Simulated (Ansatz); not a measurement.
The same path of a periodic cell of 17 atoms, LiAl16 (surface Al(110), adsorbate Li) was run twice with different band settings. Lost on the way: Al9–Li17. Made: Al11–Li17.

These are results of Ansatz 0.2.0, DFT PBE, scalar-relativistic, plane waves, PAW, not measurements. Settings: cutoff 420 eV, k mesh 3x4x1, gaussian smearing 0.05 eV, no spin polarisation.

Relaxed end points:

```xyz
17
Lattice="8.1000 0.0000 0.0000 0.0000 5.7276 0.0000 0.0000 0.0000 16.2957" Properties=species:S:1:pos:R:3
Al 2.025 1.432 1.000
Al 6.075 1.432 1.000
Al 2.025 4.296 1.000
Al 6.075 4.296 1.000
Al 0.023 -0.003 2.336
Al 4.066 -0.003 2.334
Al 0.023 2.867 2.336
Al 4.066 2.867 2.334
Al 2.082 1.432 3.799
Al 6.129 1.432 3.884
Al 2.084 4.296 3.836
Al 6.129 4.296 3.891
Al 0.091 -0.014 5.210
Al 4.101 -0.016 5.214
Al 0.091 2.877 5.210
Al 4.101 2.879 5.214
Li 2.095 1.432 6.617
```

```xyz
17
Lattice="8.1000 0.0000 0.0000 0.0000 5.7276 0.0000 0.0000 0.0000 16.2957" Properties=species:S:1:pos:R:3
Al 2.025 1.432 1.000
Al 6.075 1.432 1.000
Al 2.025 4.296 1.000
Al 6.075 4.296 1.000
Al 0.023 0.003 2.336
Al 4.066 0.003 2.334
Al 0.023 2.861 2.336
Al 4.066 2.860 2.334
Al 2.084 1.432 3.836
Al 6.129 1.432 3.891
Al 2.082 4.296 3.799
Al 6.129 4.296 3.884
Al 0.091 0.014 5.210
Al 4.101 0.016 5.214
Al 0.091 2.850 5.210
Al 4.101 2.848 5.214
Li 2.095 4.296 6.617
```

Common settings: climbing image yes; end points relaxed; atoms held 1 to 4.

| run | movable images | spring | optimiser | start path | force threshold | iteration limit |
| --- | --- | --- | --- | --- | --- | --- |
| 1 | 5 | 1.0 eV/Å² | lbfgs | IDPP | 0.03 eV/Å | 32 |
| 2 | 1 | 5.0 eV/Å² | quadratic models (default) | default | 0.05 eV/Å | 50 |

**Question.** What does each run give, and how far can it be trusted?

**Answer.** Run 1: converged after 13 iterations, highest image 0.207 eV above the first end. By the program's own check the climbing image is a first-order saddle point (lowest curvatures found: -0.45 and 0.04 eV/Å²).
Run 2: converged after 3 iterations, highest image 0.209 eV above the first end. The order of the point at the top wasn't checked. So few images can step over the top or miss a turn of the path.
Limits of this set-up: coarse k mesh, thin slab, slab without dipole correction, a typed lattice constant that wasn't relaxed here.
